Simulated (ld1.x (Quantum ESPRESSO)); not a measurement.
Reading a pseudo-wave (Er)

Columns: radius, all-electron u(r) and pseudo u(r) of the 6s shell (level -4.56 eV) of erbium in the configuration [Kr] 4d10 4f11 5s2 5p6 5d1 6s2 6p0; LDA (PZ), scalar-relativistic, PAW scheme, ld1.x (Quantum ESPRESSO) 7.5.

| r (bohr) | all-electron | pseudo |
| --- | --- | --- |
| 0.138 | 0.0935 | 0.1974 |
| 0.275 | -0.0419 | 0.3706 |
| 0.413 | -0.1646 | 0.5030 |
| 0.550 | -0.0472 | 0.5802 |
| 0.688 | 0.1228 | 0.5989 |
| 0.825 | 0.2353 | 0.5626 |
| 0.963 | 0.2707 | 0.4812 |
| 1.100 | 0.2430 | 0.3700 |
| 1.238 | 0.1736 | 0.2429 |
| 1.375 | 0.0825 | 0.1149 |
| 1.513 | -0.0177 | -0.0064 |
| 1.650 | -0.1161 | -0.1142 |
| 1.788 | -0.2085 | -0.2091 |
| 1.925 | -0.2906 | -0.2908 |
| 2.062 | -0.3615 | -0.3615 |
| 2.200 | -0.4216 | -0.4216 |
| 2.338 | -0.4706 | -0.4706 |
| 2.475 | -0.5091 | -0.5091 |
| 2.613 | -0.5385 | -0.5385 |
| 2.750 | -0.5595 | -0.5595 |
| 2.888 | -0.5734 | -0.5734 |
| 3.025 | -0.5809 | -0.5809 |
| 3.162 | -0.5830 | -0.5830 |
| 3.300 | -0.5805 | -0.5805 |
| 3.438 | -0.5741 | -0.5741 |
| 3.575 | -0.5645 | -0.5645 |

How many radial nodes do the two functions have?

The all-electron 6s function has n − l − 1 = 5 (the table is too coarse to show those close to the nucleus); the pseudo-wave has 1, since 1 lower shell of the same l stays in the valence.

At about which radius was the pseudo-wave matched?

2.10 bohr. The columns agree to 0.0005 from 1.93 bohr on; several derivatives are matched, so the curves merge somewhat inside the radius.

Is the pseudo-wave norm-conserving?

No, it belongs to a PAW set: the norm inside the radius is not constrained, and the difference is carried by the augmentation charge.
